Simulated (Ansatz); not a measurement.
GaGeH₅Te, SMILES `[GaH2][GeH2][TeH]`, relaxed with RKS PBE0-D4/def2-TZVP in Ansatz from a GFN2-xTB geometry. The force threshold is 0.005 eV/Å; the program also tests the step.

Total charge 0; spin multiplicity 1. Te takes the def2 core potential.

Start:

```xyz
8

Ga   -0.142    0.097   -1.929
Ge    0.270   -0.217    0.440
Te   -1.254    0.917    2.119
H    -1.521    0.534   -2.599
H     1.022   -0.077   -2.996
H     0.348   -1.699    0.817
H     1.713    0.176    0.770
H    -0.437    0.269    3.380
```

Question: By how much does the energy fall, and how many steps does the optimiser take? (Estimate.)

Answer: Computed: 11.02 kJ/mol, in 10 steps, 1 of them rejected.

Question: Which bonds change most? (Estimate.)

Answer: Ansatz gave: Ge2–Te3 from 2.535 to 2.570 Å; Ga1–H4 from 1.594 to 1.569 Å; Ga1–Ge2 from 2.425 to 2.447 Å; Te3–H8 from 1.637 to 1.658 Å.

Question: Give the relaxed structure. (An estimate is asked.)

Answer: Computed: 
```xyz
8

Ga   -0.127    0.128   -1.903
Ge    0.433   -0.337    0.433
Te   -1.341    0.841    1.872
H    -1.568    0.640   -2.257
H     0.945   -0.084   -3.030
H     0.409   -1.847    0.750
H     1.823    0.189    0.843
H    -0.572    0.470    3.293
```
